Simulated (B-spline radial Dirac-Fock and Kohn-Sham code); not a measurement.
What relativity does to the binding energies of Cl¹²⁺

System: chlorine as Cl¹²⁺ in the configuration [He] 2s2 2p1.

Both columns are ΔSCF binding energies of the configuration average from a radial B-spline solver: non-relativistic Hartree-Fock with a point nucleus, and Dirac-Fock with a finite nucleus and the Coulomb interaction alone, averaged over the two j levels with weights 2j+1.

| shell | Hartree-Fock (eV) | Dirac-Fock (eV) | shift (eV) | shift (%) |
| --- | --- | --- | --- | --- |
| 1s | 3380.3 | 3392.6 | +12.23 | +0.36 |
| 2s | 682.1 | 685.1 | +3.03 | +0.44 |
| 2p | 654.9 | 655.8 | +0.89 | +0.14 |

Relativity binds 1s, 2s, 2p more strongly, among those listed most of all 2s in relative terms.

Values without a named source are computed, but for edge energies of neutral atoms, which are taken from tables.
